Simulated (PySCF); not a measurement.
An unknown shows these calculated signals:

1H NMR (600 MHz, computed): δ 8.88 (d, 1H), 7.59 (s, 1H), 7.35 (d, 1H), 5.32 (s, 2H), 2.97 (s, 3H), 1.33 (br s, 1H).

13C{1H} NMR (computed): δ 168.9 (C), 155.7 (CH), 155.4 (C), 135.8 (CH), 129.2 (CH), 31.3 (CH3).

PySCF 2.14.0 with density-fitted response routines calculation with shielding tensors at PBE0/pcSseg-1 (GIAO) and geometry: GFN2-xTB; single conformer, equivalent nuclei averaged, non-relativistic Hamiltonian, isolated molecule.

δ = σ(ref) − σ, references computed at the same level: 1H (σ = 31.72 ppm) and 13C (σ = 186.93 ppm) against TMS.

Which of these does the molecule contain: an N-methyl group, a non-aromatic C=C double bond, a tert-butyl group, a carboxylic acid, a heteroaromatic ring, an NH or NH2 group?

## Answers


- An N-methyl group: yes (δC 31.3; δH 2.97 (s)).
- A non-aromatic C=C double bond: no.
- A tert-butyl group: no.
- A carboxylic acid: no.
- A heteroaromatic ring: yes.
- An NH or NH2 group: yes (δH 1.33 (br s)).

The data belong to `CN[SiH2]c1cc(Cl)ccn1`, C6H9ClN2Si; they needn't prove each group on their own.

Carbon signals by region: 1 in the far downfield region (above 160 ppm), 4 in the sp2 and nitrile region (100–160 ppm), 1 below 50 ppm. Above 160 ppm: 168.9, substituted aromatic carbon next to a ring nitrogen.

OH and NH positions are those of a molecule without intermolecular hydrogen bonds; in solution they move with solvent, concentration and temperature, and exchange usually removes their couplings. Carbons that carry Cl, above all several Cl atoms, come out too deshielded, partly because spin–orbit coupling is missing. Shifts are as computed. Against solution values, carbons near 30 ppm lie about +3 ppm off and those near 130 ppm about +5 ppm; carbons on Cl a further +6 ppm. Of 1309 compounds with measured shifts, 239 miss one by over three times the rms of a fit or turn the order of signals round; such compounds aren't used in these exercises. No couplings were computed; multiplicities are counted from neighbouring protons, with m where these are inequivalent, close in shift, in a saturated or five-membered ring or joined by F or P, and br s for small geminal =CH2 splittings.
